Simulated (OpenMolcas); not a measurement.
# Fe4+: effect of the active space

```yaml
Program: OpenMolcas
Method: CASSCF or its RAS form
Basis: ANO-RCC-VTZP
Scalar_Hamiltonian: DKH2, point nucleus
Spin-orbit_coupling: state interaction with AMFI integrals over the reference wave functions, term energies averaged over their components
```

A. 4 electrons in 5 orbitals (3d); 2S+1 = 5 even, 5 roots; 2S+1 = 3 even, 45 roots; 2S+1 = 1 even, 50 roots; cost of the order of 21 core-seconds
B. 10 electrons in 8 orbitals (RAS1 3p, at most 2 holes; RAS2 3d); 2S+1 = 5 even, 5 roots; 2S+1 = 3 even, 45 roots; 2S+1 = 1 even, 44 roots; cost of the order of 60 core-seconds
C. 4 electrons in 10 orbitals (3d 4d); 2S+1 = 5 even, 5 roots; 2S+1 = 3 even, 45 roots; 2S+1 = 1 even, 44 roots; cost of the order of 70 core-seconds

Energies in cm-1 above 3d4 5D0, the measured ground level; measured values from Corliss and Sugar, J. Phys. Chem. Ref. Data 11, 135 (1982).

```
     Level      A      B      C  Measured
   3d4 5D0    0.0    0.0    0.0       0.0
   3d4 5D1    151    158    153       142
   3d4 5D2    446    464    450       417
   3d4 5D3    869    900    878       803
   3d4 5D4   1406   1448   1422      1283
   3d4 3H4  27122  28997  26397     24932
   3d4 3H5  27439  29358  26735     25226
   3d4 3H6  27790  29733  27109     25528
3d4 3P0(1)  28975  25103  28126     24055
3d4 3P1(1)  29866  26037  29022     24973
3d4 3F2(1)  31244  29590  30431     26761
3d4 3F3(1)  31322  29751  30518     26842
3d4 3P2(1)  31430  27646  30591     26468
3d4 3F4(1)  31480  29968  30697     26974
   3d4 3G3  34217  34579  33302     29817
   3d4 3G4  34593  34972  33698     30147
   3d4 3G5  34885  35341  34010     30430
   3d4 1I6  40856  43750  40011     37512
3d4 1G4(1)  43141  41521  42133     36586
   3d4 3D3  44116  42478  43165     36630
   3d4 3D2  44235  42577  43273     36758
   3d4 3D1  44379  42738  43404     36925
   3d4 1F3  61527  59836  60285     52733
3d4 3F4(2)  72550  69094  70365     62238
```

Deviations, from unrounded energies. A percentage is the sum of absolute deviations over the sum of measured energies, with the sign that they share, or ± where signs differ.

```csv
Against measurement,Levels,A,B,C
mean absolute deviation (cm-1),23,4300,3600,3600
fine structure of the ground term (%),4,+8.6,+12.3,+9.8
other terms of the ground configuration (%),19,+16.0,+13.1,+13.1
```

B, C lie about equally close to measurement and A furthest from it. The largest miss of B in the table is 3d4 1F3, by +7100 cm-1. The ranking rests on the paired levels alone, and a cruder setting can come out closer through cancelling errors.

The spin-orbit steps hold different terms of 3d4 (B lacks a 1D, a 1S; C lacks a 1D, a 1S), which shifts levels as well.

Among A to C the level of the table that moves most is 3d4 3P0(1), by 3900 cm-1 (lowest in B, highest in A).

Without dynamic correlation excited terms often stand tens of per cent too high (terms of higher spin than the ground term too low), and those without a measured partner can miss by more than the paired ones. Some levels mix across a computed gap that differs much from the measured one, so their mixing is not that of the real levels (holds for B). Active for correlation alone: 3p; no level in the range computed is led by a configuration that opens it, so any true level of that kind is missing (holds for B). Active for correlation alone: 4d; no level in the range computed is led by a configuration that fills it, so any true level of that kind is missing (holds for C). Computed and measured levels are paired by configuration, term and J; levels that our copy of the source lacks, or whose pairing is in doubt (as where it misses far off the trend of its configuration), stay unpaired and out of the deviations. Levels of configurations outside the active space are missing. Levels that lie high or do not pair safely by name in every column are left out.

A number in round brackets counts repeated terms of one configuration in the order of the reference energies.
